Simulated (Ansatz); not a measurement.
Geometry optimisation, Ansatz, DFT PBE, scalar-relativistic, plane waves, PAW.

The input (input.yaml):

```yaml
crystal:
  lattice:
    - [5.727565, 0.0, 0.0]
    - [2.863782, 4.960217, 0.0]
    - [0.0, 0.0, 16.676537]
  atoms:
    - { symbol: Al, position: [0.1666667, 0.1666667, 0.0599645] }
    - { symbol: Al, position: [0.6666667, 0.1666667, 0.0599645] }
    - { symbol: Al, position: [0.1666667, 0.6666667, 0.0599645] }
    - { symbol: Al, position: [0.6666667, 0.6666667, 0.0599645] }
    - { symbol: Al, position: [-0.1666667, 0.3333333, 0.2001776] }
    - { symbol: Al, position: [0.3333333, 0.3333333, 0.2001776] }
    - { symbol: Al, position: [-0.1666667, 0.8333333, 0.2001776] }
    - { symbol: Al, position: [0.3333333, 0.8333333, 0.2001776] }
    - { symbol: Al, position: [0.0, 0.0, 0.3403906] }
    - { symbol: Al, position: [0.5, 0.0, 0.3403906] }
    - { symbol: Al, position: [0.0, 0.5, 0.3403906] }
    - { symbol: Al, position: [0.5, 0.5, 0.3403906] }
    - { symbol: C, position: [0.2557863, 0.2512377, 0.4261399] }
    - { symbol: H, position: [0.4180955, 0.2822499, 0.4477271] }
    - { symbol: H, position: [0.0619293, 0.4129965, 0.4477271] }
    - { symbol: H, position: [0.2857582, 0.0581658, 0.4477271] }
basis:
  ecutwfc: 420.0
kpoints:
  mp_grid: { grid: [3, 3, 1] }
hamiltonian:
  xc: pbe
  pseudopotentials: { kind: paw, azcp: { folder: soft_1 } }
scf:
  occupations: { method: fermi_dirac, width: 0.05 }
  lower_state_search: "off"
relax:
  f_tol: 0.03
  max_steps: 60
  adjacent_minimum: "off"
  constraints: [{ sites: [0, 1, 2, 3] }]
```

Launched with:

```bash
$ ansatz run input.yaml --threads 1 --pin off --max-ram 3072MiB --backend cpu --events-out ev --progress --plain --runs-dir out
```

Problem. Where does it end, and by what steps?

Solution. The forces met the threshold. The force dipped under the threshold on the way, but the program's further checks kept it going. Limits of this set-up: coarse k mesh, thin slab, slab without dipole correction, odd electron count without spin. After 25 steps the energy has fallen by 1.471 eV; H16 moved furthest, 2.32 Å. Parted: Al11–C13.

```
step  energy less start (eV)  largest force component (eV/Å)  accepted
   0                  0.0000                           1.716       yes
   1                 -0.6712                           0.891       yes
   2                 -0.9329                           0.650       yes
   3                 -0.9903                           0.347       yes
   4                 -0.9998                           0.135       yes
   5                 -1.0138                           0.150       yes
   6                 -1.0396                           0.467       yes
   7                 -1.1046                           0.670       yes
   8                 -1.1993                           0.529       yes
   9                 -1.2596                           0.129       yes
  10                 -1.2905                           0.390       yes
  11                 -1.3287                           0.195       yes
  12                 -1.3506                           0.160       yes
  13                 -1.3652                           0.079       yes
  14                 -1.3699                           0.067       yes
  15                 -1.3716                           0.051       yes
  16                 -1.3735                           0.050       yes
  17                 -1.3757                           0.034       yes
  18                 -1.3970                           0.193       yes
  19                 -1.4388                           0.124       yes
  20                 -1.4655                           0.152       yes
  21                 -1.4699                           0.046       yes
  22                 -1.4705                           0.035       yes
  23                 -1.4707                           0.042       yes
  24                 -1.4708                           0.027       yes
  25                 -1.4708                           0.027       yes
```

```xyz
16
Lattice="5.7276 0.0000 0.0000 2.8638 4.9602 0.0000 0.0000 0.0000 16.6765" Properties=species:S:1:pos:R:3
Al 1.432 0.827 1.000
Al 4.296 0.827 1.000
Al 2.864 3.307 1.000
Al 5.728 3.307 1.000
Al 0.001 1.653 3.425
Al 2.864 1.645 3.428
Al 1.426 4.136 3.430
Al 4.303 4.137 3.428
Al 0.001 0.002 5.792
Al 2.865 -0.002 6.617
Al 1.432 2.476 5.792
Al 4.300 2.478 5.791
C 2.865 -0.001 8.622
H 3.725 0.562 9.009
H 1.947 0.462 9.010
H 2.923 -1.028 9.009
```

Run time: 2.5 min on 1 thread of Arm Neoverse V2, on a shared host, peak memory 0.5 GiB.
